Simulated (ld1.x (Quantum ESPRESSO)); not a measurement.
## Building the ultrasoft potential for Fe (PBE, scalar-relativistic).

ld1.x (Quantum ESPRESSO) 7.5 input, shortened:

```
&input
   title='Fe', zed=26., rel=1, dft='PBE', iswitch=3,
   config='[Ar] 3d6 4s2 4p0'
 /
 &inputp
   pseudotype=3, tm=.true., lloc=-1, rcloc=2.10,
   nlcc=.true.
 /
6
4S  1  0   2.00   0.00  1.70  2.40  0.0
4S  1  0   0.00   0.15  1.70  2.40  0.0
4P  2  1   0.00   0.00  2.45  3.05  0.0
4P  2  1   0.00   5.25  2.45  3.05  0.0
3D  3  2   6.00   0.00  1.40  1.90  0.0
3D  3  2   0.00   1.90  1.40  1.90  0.0
 &test
   configts(1)='3d6 4s2 4p0'
 /
```

All-electron outer shells of the reference configuration (PBE, scalar-relativistic, ld1.x):

```
shell  level (eV)  outermost node (bohr)  outermost maximum (bohr)
   3s      -94.02                   0.33                      0.70
   3p      -60.04                   0.30                      0.72
   3d       -7.50                      –                      0.71
   4s       -5.29                   1.00                      2.41
   4p       -1.33                   1.10                      3.33
```

(1) Is the overlap operator S = 1 + Σ q|β⟩⟨β| positive definite (Bessel basis up to 400 Ry)?

A Bessel basis up to 400 Ry misses an occupied level by 0.23 Ry, so cutoffs and ghosts were not judged.

## Answers

(1) Yes: its lowest eigenvalue is 0.20 (p channel).

Its largest configuration-test error is -40 meV (3d6 4s0 4p0). Test run stopped at test 3 of 7 (negative rho).
